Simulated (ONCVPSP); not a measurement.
## Configuration tests for boron (ONCV)

B, optimised norm-conserving Vanderbilt (ONCV), made with ONCVPSP 4.0.1 (LDA (Perdew-Zunger), scalar-relativistic). Core [He], reference 2s1 (charge +2). Waves: 2s: rc 1.40 bohr, ncon 4, nbas 7, qcut 6 1/bohr, 2 projectors, debl 1.2 Ha; p scattering state at 0.23 Ha: rc 1.35 bohr, ncon 5, nbas 8, qcut 4.8 1/bohr, 2 projectors, debl 3.9 Ha. Local part: polynomial inside 0.95 bohr (lpopt 5, dvloc0 0 Ha). Core correction: Teter function, fcfact 4.75, rcfact 1.65.

In the p channel the program set the typed energies aside and used 0.050, 3.950 Ha.

Energies are relative to the spin-unpolarised reference configuration 2s1; without spin polarisation the order of configurations can differ from experiment.

```json
{"valence configuration": "2s2 2p1", "charge": "0", "ΔE all-electron (eV)": "-33.631", "error AE − PS (meV)": "-20"}
{"valence configuration": "2s2", "charge": "+1", "ΔE all-electron (eV)": "-25.305", "error AE − PS (meV)": "-12"}
{"valence configuration": "2s1 2p1", "charge": "+1", "ΔE all-electron (eV)": "-19.348", "error AE − PS (meV)": "-2.7"}
```

Problem. What are ΔE and the potential's error for 2s2 2p0.5?

Solution. ΔE = -30.688 eV all-electron; the error (AE − PS) is -17 meV.
